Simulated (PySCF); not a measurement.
**Correlation energy of Ca (calcium, neutral)**

Starting occupation: [Ar] 4p2, 4p3/2 with m_j = +1/2, +3/2. All numbers are calculated (PySCF 2.14, X2C-1e with screened-nucleus spin-orbit coupling, Gaussian nucleus, in x2c-TZVPall-2c (6s7p3d, 42 functions)). Frozen: [Ne]; 10 electrons correlated; the 6 highest virtual spinors left out.

MP2 pair energies summed by pair of shells (mhartree):

| pair | energy | share (%) |
| --- | --- | --- |
| 3p-3p | -141.66 | 76.5 |
| 3p-3s | -19.21 | 10.4 |
| 3p-4p | -12.96 | 7.0 |
| 3s-3s | -6.73 | 3.6 |
| 4p-4p | -4.04 | 2.2 |
| 3s-4p | -0.53 | 0.3 |

Total MP2 correlation energy: -185.13 mhartree.

The GHF reference relaxed away from the jj start to a determinant that is no pure jj level (⟨S²⟩ = 2.00, ⟨J²⟩ = 6.00); the energies belong to that determinant.

This basis was not built for core-valence correlation, so the inner-shell part is incomplete.
